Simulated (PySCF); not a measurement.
2-methylidene-1,3-dithiole (C4H4S2), SMILES C=C1SC=CS1.

The structure is a stationary point at PBE-D3(BJ)/def2-SVP.

Computed with PBE-D3(BJ)/def2-SVP run with PySCF 2.14.0.

Frequencies are harmonic and unscaled.

Computed vibrational spectrum:
```tsv
mode	ν (cm⁻¹)	IR (km/mol)	moving atoms (share of kinetic energy)
1	88	0.6	C 47 %, S 39 %, H 13 %
2	313	0.2	C 42 %, H 30 %, S 28 %
3	406	0.0	C 72 %, H 18 %, S 10 %
4	427	6.7	S 76 %, C 22 %
5	462	5.6	C 84 %, H 12 %
6	567	6.1	C 56 %, S 37 %
7	597	0.0	H 96 %
8	610	67.5	H 83 %, C 16 %
9	620	0.1	C 57 %, S 39 %
10	735	47.1	H 71 %, C 29 %
11	746	5.3	C 48 %, H 35 %, S 17 %
12	746	1.9	C 64 %, S 31 %
13	794	26.8	C 62 %, H 23 %, S 14 %
14	820	0.0	H 82 %, C 18 %
15	1050	2.4	C 54 %, H 44 %
16	1058	5.7	H 97 %
17	1226	0.1	H 68 %, C 32 %
18	1339	0.5	H 86 %, C 14 %
19	1556	2.9	C 94 %
20	1592	129.7	C 91 %, H 9 %
21	3100	1.9	H 95 %
22	3155	4.8	H 92 %
23	3174	1.1	H 91 %, C 9 %
24	3202	0.0	H 89 %, C 11 %
```
